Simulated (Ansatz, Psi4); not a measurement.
The Psi4 input:
```
memory 2 GB

molecule {
0 3
Sn    0.00993257   -0.00944619    0.58952790
Cl    1.24741626    1.57493270   -0.86320274
Cl   -1.27662969   -1.54714980   -0.87070284
}

set {
  basis def2-tzvp
  reference uks
  scf_type pk
  puream true
  d_convergence 1e-8
  dft_radial_points 99
  dft_spherical_points 590
}

energy('revpbe')
print_variables()
```

Give the equivalent Ansatz (a program for electronic structure) input.

Several could match; the one computed here: 
Ansatz 0.2 input:
```yaml
crystal:
  periodic: [false, false, false]
  atoms:
    - {symbol: Sn, position_ang: [0.00993257, -0.00944619, 0.58952790]}
    - {symbol: Cl, position_ang: [1.24741626, 1.57493270, -0.86320274]}
    - {symbol: Cl, position_ang: [-1.27662969, -1.54714980, -0.87070284]}
basis:
  gaussian:
    orbitals: def2-TZVP
hamiltonian:
  xc: revpbe
magnetization: {spin_polarized: true, initial_magnetization: 2}
accuracy: high
```

Both were run: Psi4 gave -1134.623485 Eh and Ansatz -1134.623483 Eh, 0.002 mEh apart.
